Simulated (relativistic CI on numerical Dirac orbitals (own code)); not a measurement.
## Crystal-field levels of W⁵⁺, 5d

Calculated by Dirac-Coulomb-Breit CI, orbitals from a KLI potential per configuration, QED by a radiative potential, valence Slater integrals scaled by 0.9, one configuration in a parametric crystal field (own radial code).

Field parameters in Wybourne normalisation: Oh B⁴₀ = 21Dq, B⁴₄ = √(5/14) B⁴₀. The field is a parameter set, without covalency.

S is read from ⟨S²⟩ = S(S + 1).

Levels (cm⁻¹, degeneracy): 0 (4), 5581 (2), 21128 (4).

Problem. Which field gives this pattern?
A. Oh, 10Dq = 25950 cm⁻¹
B. Oh, 10Dq = 18000 cm⁻¹
C. Oh, 10Dq = 10000 cm⁻¹
D. Oh, 10Dq = 33950 cm⁻¹

Solution. B. Oh, 10Dq = 18000 cm⁻¹, ground level with S = 0.50.
